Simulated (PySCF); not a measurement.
**Broadened absorption spectrum of C6H3F3**

C₆H₃F₃.
SMILES: `Fc1c(c(F)ccc1)F`

Level of theory: TDDFT CAM-B3LYP/def2-SVPD, vertical, gas phase, core orbitals frozen in the response in PySCF 2.14.0, density-fitted response routines. Geometry: PBE0-D3(BJ)/def2-SVP; no solvent, vibrations or thermal averaging.

Each state is given a Gaussian of 0.4 eV full width at half maximum, with ε(max) = 2.175×10⁸ f / Δν̃ (Δν̃ the width in cm⁻¹). The width is an assumption, not a result. The curve ends short of the highest state used, and states not computed would add to its high-energy end.

```json
{"E (eV)": "4.85", "ε (L mol⁻¹ cm⁻¹)": "0"}
{"E (eV)": "4.95", "ε (L mol⁻¹ cm⁻¹)": "0"}
{"E (eV)": "5.05", "ε (L mol⁻¹ cm⁻¹)": "0"}
{"E (eV)": "5.16", "ε (L mol⁻¹ cm⁻¹)": "1"}
{"E (eV)": "5.26", "ε (L mol⁻¹ cm⁻¹)": "1"}
{"E (eV)": "5.36", "ε (L mol⁻¹ cm⁻¹)": "2"}
{"E (eV)": "5.46", "ε (L mol⁻¹ cm⁻¹)": "3"}
{"E (eV)": "5.56", "ε (L mol⁻¹ cm⁻¹)": "2"}
{"E (eV)": "5.66", "ε (L mol⁻¹ cm⁻¹)": "1"}
{"E (eV)": "5.76", "ε (L mol⁻¹ cm⁻¹)": "1"}
{"E (eV)": "5.86", "ε (L mol⁻¹ cm⁻¹)": "2"}
{"E (eV)": "5.96", "ε (L mol⁻¹ cm⁻¹)": "5"}
{"E (eV)": "6.06", "ε (L mol⁻¹ cm⁻¹)": "10"}
{"E (eV)": "6.16", "ε (L mol⁻¹ cm⁻¹)": "18"}
{"E (eV)": "6.26", "ε (L mol⁻¹ cm⁻¹)": "38"}
{"E (eV)": "6.36", "ε (L mol⁻¹ cm⁻¹)": "99"}
{"E (eV)": "6.46", "ε (L mol⁻¹ cm⁻¹)": "264"}
{"E (eV)": "6.56", "ε (L mol⁻¹ cm⁻¹)": "777"}
{"E (eV)": "6.66", "ε (L mol⁻¹ cm⁻¹)": "2806"}
{"E (eV)": "6.77", "ε (L mol⁻¹ cm⁻¹)": "10991"}
{"E (eV)": "6.87", "ε (L mol⁻¹ cm⁻¹)": "29116"}
{"E (eV)": "6.97", "ε (L mol⁻¹ cm⁻¹)": "55871"}
{"E (eV)": "7.07", "ε (L mol⁻¹ cm⁻¹)": "76540"}
{"E (eV)": "7.17", "ε (L mol⁻¹ cm⁻¹)": "74665"}
{"E (eV)": "7.27", "ε (L mol⁻¹ cm⁻¹)": "51961"}
{"E (eV)": "7.37", "ε (L mol⁻¹ cm⁻¹)": "26057"}
{"E (eV)": "7.47", "ε (L mol⁻¹ cm⁻¹)": "9782"}
{"E (eV)": "7.57", "ε (L mol⁻¹ cm⁻¹)": "3095"}
{"E (eV)": "7.67", "ε (L mol⁻¹ cm⁻¹)": "1021"}
{"E (eV)": "7.77", "ε (L mol⁻¹ cm⁻¹)": "400"}
```

(1) Where are the band maxima, and which computed states make them?

(2) Coming from long wavelengths, where does ε first pass 100 L mol⁻¹ cm⁻¹?

(3) On this curve, what absorbance would a 10⁻⁴ mol/L sample give at 222 nm over a 1 cm path?

Results:

(1) 174 nm (7.11 eV), ε about 79000, made up of S5 (49%) and S6 (51%) (ε in L mol⁻¹ cm⁻¹; maxima over ε = 5, shares over 10%). The states used: S1 5.45 eV (f 0.0000); S2 6.19 eV (f 0.0002); S3 6.66 eV (f 0.0061); S4 6.84 eV (f 0.0000); S5 7.09 eV (f 0.574); S6 7.13 eV (f 0.605); S7 7.51 eV (f 0.0000); S8 7.52 eV (f 0.014); S9 8.24 eV (f 0.028); S10 8.37 eV (f 0.0000).

(2) At about 195 nm (6.36 eV), 0.91 eV above S1.

(3) 222 nm is 5.585 eV, where ε is about 2 L mol⁻¹ cm⁻¹, so A = ε c l ≈ 0.0002 (Beer–Lambert, with the gas-phase spectrum and the assumed width).

All these states lie below the vertical ionisation energy of 9.76 eV (ΔSCF).
